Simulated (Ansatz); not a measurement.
`[NH2][GaH][SiH2]C=O` and `[NH2][GaH][SiH2]O` differ in one atom or group.

Ansatz, PBE0-D4/def2-TZVP geometries, multiplicity 1. Each molecule was computed in one conformer, which needn't be the lowest.

Scalar relativity is left out up to krypton.

```csv
property,`[NH2][GaH][SiH2]C=O`
HOMO–LUMO gap (PBE0/def2-TZVPP) / eV,4.97
HOMO energy (ωB97M-V/def2-TZVPP) / eV,-9.09
HOMO energy (PBE/def2-TZVPP) / eV,-5.45
HOMO–LUMO gap (ωB97M-V/def2-TZVPP) / eV,9.10
size of the dipole moment (ωB97M-V/def2-TZVPP) / D,3.32
HOMO energy (PBE0/def2-TZVPP) / eV,-6.86
```

**Question.** What does the change do to each property? (Estimate.)

**Answer.** The calculation gave: 
| property | `[NH2][GaH][SiH2]O` | shift |
| --- | --- | --- |
| HOMO–LUMO gap (PBE0/def2-TZVPP) / eV | 6.22 | 1.25 |
| HOMO energy (ωB97M-V/def2-TZVPP) / eV | -9.48 | -0.39 |
| HOMO energy (PBE/def2-TZVPP) / eV | -6.10 | -0.65 |
| HOMO–LUMO gap (ωB97M-V/def2-TZVPP) / eV | 10.03 | 0.93 |
| size of the dipole moment (ωB97M-V/def2-TZVPP) / D | 1.19 | -2.13 |
| HOMO energy (PBE0/def2-TZVPP) / eV | -7.39 | -0.53 |

With PBE0 the HOMO falls by 0.53 eV and the LUMO rises by 0.72 eV, so the gap widens by about 1.25 eV. PBE moves the HOMO by -0.65 eV and ωB97M-V by -0.39 eV. Dipoles are sizes alone; their direction can turn.
